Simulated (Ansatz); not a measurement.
Start from `BO[SiH2][SiH2]O` and change one atom or group to get `O[SiH2][SiH2][SiH2]Cl`.

Ansatz, PBE0-D4/def2-TZVP geometries, multiplicity 1. Each molecule was computed in one conformer, which needn't be the lowest.

```csv
property,`BO[SiH2][SiH2]O`
HOMO–LUMO gap (ωB97M-V/def2-TZVPP) / eV,11.21
HOMO energy (PBE/def2-TZVPP) / eV,-6.90
HOMO–LUMO gap (B3LYP/def2-TZVPP) / eV,7.04
HOMO energy (B3LYP/def2-TZVPP) / eV,-7.90
size of the dipole moment (B3LYP/def2-TZVPP) / D,1.96
LUMO energy (ωB97M-V/def2-TZVPP) / eV,1.06
```

Q: What does the change do to each property? (An estimate is asked.)

A: Ansatz gave: 
```
                                        property  `O[SiH2][SiH2][SiH2]Cl`  shift
         HOMO–LUMO gap (ωB97M-V/def2-TZVPP) / eV                    10.31  -0.90
               HOMO energy (PBE/def2-TZVPP) / eV                    -6.57   0.33
           HOMO–LUMO gap (B3LYP/def2-TZVPP) / eV                     6.21  -0.83
             HOMO energy (B3LYP/def2-TZVPP) / eV                    -7.54   0.36
size of the dipole moment (B3LYP/def2-TZVPP) / D                     1.57  -0.39
           LUMO energy (ωB97M-V/def2-TZVPP) / eV                     0.58  -0.48
```

With PBE0 the HOMO rises by 0.34 eV and the LUMO falls by 0.51 eV, so the gap narrows by about 0.85 eV. PBE moves the HOMO by 0.33 eV and ωB97M-V by 0.42 eV. Dipoles are sizes alone; their direction can turn.

Positive LUMOs are unbound, so they and the gaps depend on the basis.

B3LYP here is the variant with VWN-RPA as its local correlation; programs differ in this.
